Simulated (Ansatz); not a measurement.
Coupled-cluster diagnostics for B₄P₄H₁₆, a cluster cut from zinc blende BP (hydrogen-capped), Ansatz.

Geometry of the singlet (r2SCAN-D4/def2-SVP):

```xyz
24

B    -1.9412   -1.0810    0.0100
B     1.0473    0.7761   -1.7999
B     1.4047   -1.5690    0.7100
B    -0.5101    1.8737    1.0798
P    -0.4409   -2.1744    0.5931
P     2.0114   -0.6517   -0.8953
P    -2.0126    0.6514    0.8932
P     0.4413    2.1749   -0.5906
H    -2.9738   -1.6803    0.2453
H    -1.7722   -0.8615   -1.1743
H     1.7814    1.2735   -2.6332
H     0.0486    0.2732   -2.2785
H     2.1197   -2.5354    0.8991
H     1.4479   -0.7554    1.6131
H     0.2783    1.3430    1.8389
H    -0.9261    2.9418    1.4884
H    -0.5163   -3.3505   -0.1968
H    -0.7203   -2.7451    1.8616
H     2.3051   -1.5965   -1.9122
H     3.3338   -0.2319   -0.5991
H    -3.1120    1.3215    0.2973
H    -2.5313    0.5056    2.2056
H    -0.2885    3.0753   -1.4088
H     1.5258    3.0226   -0.2468
```

Correlated methods freeze 24 core orbitals.

Question: Estimate the CCSD(T) correlation energy, the shares of MP2 and (T), T1 and the reference's ⟨S²⟩ for: charge 0, singlet, own geometry in def2-TZVPP; and the rough time on 2 threads of AMD EPYC 7R13 on a shared host and a share (18 GiB) of an NVIDIA H100 80GB HBM3.

Answer: 
```tsv
state	basis	correlation (eV)	MP2 share (%)	(T) share (%)	T1	⟨S²⟩ (pure)	wall time
charge 0, singlet, own geometry	def2-TZVPP	-36.294	86.4	4.3	0.013	0.00 (0.00)	2.4 min
```
Customary marks for T1 are 0.02 (closed shells), 0.045 (open shells) and about 0.05 (3d metals). T1 stays under 0.02 throughout.
